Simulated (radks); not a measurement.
Results of a calculation; reference values are marked as such.
Problem. Cu V, 25 electrons, occupied as [Ar] 3d7. Level of theory: scalar-relativistic Kohn-Sham, PBEsol, spin-polarised, spherical densities, finite nucleus; open shells are filled with parallel spins first; Fermi nuclear charge, rms radius 3.8823 fm (a radial shooting solver on a logarithmic mesh with Libxc functionals). Some entries of the table are withheld. Estimate them.

orbital  occ.  eigenvalue (eV)  <r^2> (bohr^2)
1s up       1        -8913.619        0.003661
1s down     1        -8913.613        0.003661
2s up       1        -1134.525         0.06545
2s down     1        -1132.373         0.06528
2p up       3        -989.1288         0.05242
2p down     3        -987.5037         0.05225
3s up       1        -185.1215          0.5623
3s down     1        -181.1770          0.5660
3p up       3        -142.1049             (1)
3p down     3        -138.2214             (2)
3d up       5         -72.5409          0.7937
3d down     2         -68.7236          0.8260
4s up       0         -48.3438             (3)
4s down     0         -47.0924             (4)
4p up       0         -38.4601           5.111
4p down     0         -37.4416           5.282

Solution. 
(1) 3p up <r^2> (bohr^2): 0.6161
(2) 3p down <r^2> (bohr^2): 0.6226
(3) 4s up <r^2> (bohr^2): 4.031
(4) 4s down <r^2> (bohr^2): 4.148
